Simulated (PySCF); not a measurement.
Species: (FGe)4NH6 adamantane, F4Ge4H6N6.
Bonds: Ge1–F2, Ge1–N3, Ge1–N9, Ge1–N13, N3–Ge4, Ge4–F5, Ge4–N6, Ge4–N14, N6–Ge7, Ge7–F8, Ge7–N9, Ge7–N10, N10–Ge11, Ge11–F12, Ge11–N13, Ge11–N14. Hydrogens: H15 on N3; H16 on N6; H17 on N9; H18 on N10; H19 on N13; H20 on N14.

Method used: PBE0-D3(BJ)/def2-SVP geometry optimisation, gas phase in PySCF 2.14.0.

Problem. List the bond lengths, angles and torsions at this level.

Solution. 
```json
{"bond": "Ge1–F2 and 3 like bonds", "length (Å)": "1.724"}
{"bond": "Ge1–N3, N6–Ge7, Ge11–N13", "length (Å)": "1.836"}
{"bond": "Ge1–N9 and 6 like bonds", "length (Å)": "1.830"}
{"bond": "N3–H15 and 5 like bonds", "length (Å)": "1.020"}
{"bond": "Ge7–N9, N10–Ge11", "length (Å)": "1.847"}
```

Bonds in one row agree within 0.01 Å and their mean is given. A selection of angles:
```json
{"angle": "F2–Ge1–N3", "degrees": "110.6"}
{"angle": "F2–Ge1–N9", "degrees": "110.3"}
{"angle": "N3–Ge1–N9", "degrees": "109.6"}
{"angle": "N3–Ge1–N13", "degrees": "106.1"}
{"angle": "Ge1–N3–Ge4", "degrees": "112.3"}
{"angle": "N3–Ge4–N14", "degrees": "107.7"}
{"angle": "F8–Ge7–N9", "degrees": "108.0"}
{"angle": "F8–Ge7–N10", "degrees": "113.0"}
{"angle": "N10–Ge11–N13", "degrees": "111.0"}
{"angle": "H15–N3–Ge1", "degrees": "112.4"}
{"angle": "H15–N3–Ge4", "degrees": "112.5"}
{"angle": "H16–N6–Ge4", "degrees": "114.4"}
{"angle": "H16–N6–Ge7", "degrees": "113.2"}
```

Dihedral angles: F2–Ge1–N3–Ge4 178° (antiperiplanar); F2–Ge1–N9–Ge7 -178° (antiperiplanar); F2–Ge1–N13–Ge11 -178° (antiperiplanar); Ge1–N3–Ge4–F5 -179° (antiperiplanar); N3–Ge4–N6–Ge7 57° (synclinal); N3–Ge4–N14–Ge11 -57° (synclinal); Ge4–N6–Ge7–F8 -176° (antiperiplanar); N6–Ge7–N9–Ge1 57° (synclinal); N6–Ge7–N10–Ge11 -61° (synclinal); Ge7–N10–Ge11–F12 -177° (antiperiplanar); N10–Ge11–N13–Ge1 55° (synclinal); N10–Ge11–N14–Ge4 -61° (synclinal).

Ge1 (germanium bonded to F and 3 N) is tetrahedral (angles from 106.1° to 110.8°). The Ge–N distances run from 1.825 Å (Ge11–N14) to 1.847 Å (Ge7–N9), a spread of 0.022 Å. All 4 F–Ge bonds measure 1.723 to 1.725 Å. N3 (nitrogen bonded to 2 Ge and H) is pyramidal (angles 112.5°, 112.4° and 112.3°, sum 337.3°, 0.40 Å off the plane of its three neighbours).

Whether it is a minimum is left open (no frequencies). One conformer, not necessarily the lowest.

On an AMD EPYC 9R45 with 2 threads (shared host), this took 10 min wall, 23 min CPU and 3.5 GiB of memory at its peak. This is the geometry optimisation.
